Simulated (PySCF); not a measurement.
In(Br)(OH)(NH2), H3BrInNO, SMILES [NH2][In]([OH])[Br] (PBE0/def2-SVP optimised geometry):

```
7

In    -0.225     0.219     0.000
Br    -1.496    -1.906     0.245
O     -1.278     1.906     0.000
H     -2.225     1.734     0.071
N      1.792     0.219     0.000
H      2.225     1.009    -0.472
H      2.223    -0.642    -0.328
```

Computed with PBE0/def2-TZVP, def2 effective core potentials past Kr (PySCF).

### Question
What are the frontier orbital energies and the dipole moment?

### Answer
HOMO-2 -8.43 eV, HOMO-1 -8.32 eV, HOMO -7.82 eV, LUMO -1.92 eV, LUMO+1 -0.78 eV; dipole moment 1.67 D.

On the same geometry PBE/def2-TZVP, def2 effective core potentials past Kr (PySCF) gives HOMO-2 -7.00 eV, HOMO-1 -6.99 eV, HOMO -6.43 eV, LUMO -2.79 eV, LUMO+1 -1.48 eV; dipole moment 1.67 D.
